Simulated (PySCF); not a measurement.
Molecule: `InChI=1S/C5H7F3O/c1-3-5(2,8)9-4(6)7/h3-4H,1H2,2H3/t5-/m1/s1`.

Bonds (- single, = double, # triple, : aromatic): C1=C2, C2-C3, C3-C4, C3-F5, C3-O6, O6-C7, C7-F8, C7-F9. C1 carries H10, H11; C2 carries H12; C4 carries H13, H14, H15; C7 carries H16. Stereochemistry as in C=C[C@](C)(F)OC(F)F. H10 is cis to C3; H11 is trans to C3.

Frames of a GFN2-xTB Langevin trajectory at 400 K; GIAO PBE0/pcSseg-1 shieldings in PySCF, gas phase, non-relativistic; equivalent atoms averaged within each frame.

Referencing at the same level of theory: ¹³C (σref 186.93) and ¹H (σref 31.72) against TMS; ¹⁹F (σref 170.95) against CFCl3; ¹⁷O (σref 336.08) against H2O. The references are static minima.

Task: How do the shifts (ppm) fluctuate along the trajectory?

Result: 
```tsv
time (fs)	C2	C1	C7	C3	C4	F8	F9	F5	O6	H12
250	153.6	131.8	123.2	116.7	35.8	-48.5	-76.6	-113.4	158.1	6.90
425	162.3	130.0	134.3	117.0	33.5	-89.2	-60.9	-126.7	178.2	6.71
625	146.4	130.2	129.9	109.7	34.5	-65.3	-74.6	-123.2	190.8	6.80
800	150.3	130.3	125.5	111.8	36.3	-69.1	-90.8	-134.1	173.2	6.40
1000	155.8	128.4	126.7	122.5	30.2	-60.8	-113.9	-142.7	175.3	7.08
mean of frames	153.7	130.1	127.9	115.5	34.1	-66.6	-83.4	-128.0	175.1	6.78
standard deviation	6.0	1.2	4.3	5.0	2.4	14.8	20.1	11.1	11.7	0.25
```

5 frames give an uncertainty of the mean of about the standard deviation over 2.2 at best, since frames this close in time may not be independent; classical motion lacks zero-point vibration, and the reference would need the same averaging.
